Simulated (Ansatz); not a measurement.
**Question.** Name a neutral molecule of Cl, Si, Sn and H with HOMO energy (PBE0/def2-TZVPP) between -7.95 and -7.65 eV and HOMO energy (B3LYP/def2-TZVPP) between -7.85 and -7.55 eV (Ansatz, PBE0-D4/def2-TZVP geometry).

**Answer.** `Cl[SiH2][SnH3]` (-7.90 eV, -7.70 eV). Other molecules can fit too; these were computed, each in one conformer that needn't be the lowest.

B3LYP here is the variant with VWN-RPA as its local correlation; programs differ in this.
